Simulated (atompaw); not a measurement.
# Which change was made? (C, PAW (atompaw))

C (Z = 6), PAW, made with atompaw 4.2.0.5 (LDA (PW92), scalar-relativistic). Core [He], reference 2s1.5 2p2.5. Waves: 2s (bound): rc 0.95 bohr; 2s channel at -0.4 Ry: rc 0.95 bohr; 2p (bound): rc 2.00 bohr; 2p channel at 1.1 Ry: rc 2.00 bohr. Local part: troulliermartins scheme with l = 2 at 1 Ry, radius 1.35 bohr. Core correction: smooth core density matched at 1.80 bohr. Augmentation charge: besselshape compensation charge, radius 1.70 bohr; PAW radius 2.00 bohr; waves and projectors: custom rrkj vanderbiltortho.

Cutoffs, loose and tight: the cutoffs (Ry, on a coarse ladder) from which the occupation-weighted sum of valence levels, in a spherical-Bessel basis at the reference potential, stays within 10 and 1 mRy of its value at 400 Ry. They see the waves, projectors and local potential, not the compensation charge or the core.

The base gives: outcome: generated; cutoff, loose: 30 Ry; cutoff, tight: 45 Ry; bound ghosts: none.

Task: After one change the result is: outcome: failed: atompaw: The overlap operator has at least one negative eigenvalue!. Which change was it?
A. local potential troulliermartins scheme with l = 2 at 1 Ry, radius 1.72 bohr
B. augmentation besselshape compensation charge, radius 1.70 bohr; PAW radius 2.00 bohr; waves and projectors: custom polynom gramschmidtortho
C. augmentation besselshape compensation charge, radius 1.70 bohr; PAW radius 2.00 bohr; waves and projectors: modrrkj vanderbiltortho

Result: C. The others give: local potential troulliermartins scheme with l = 2 at 1 Ry, radius 1.72 bohr → outcome: generated; cutoff, loose: 35 Ry; cutoff, tight: 45 Ry; bound ghosts: s | augmentation besselshape compensation charge, radius 1.70 bohr; PAW radius 2.00 bohr; waves and projectors: custom polynom gramschmidtortho → outcome: generated; cutoff, loose: 40 Ry; cutoff, tight: 55 Ry; bound ghosts: none.
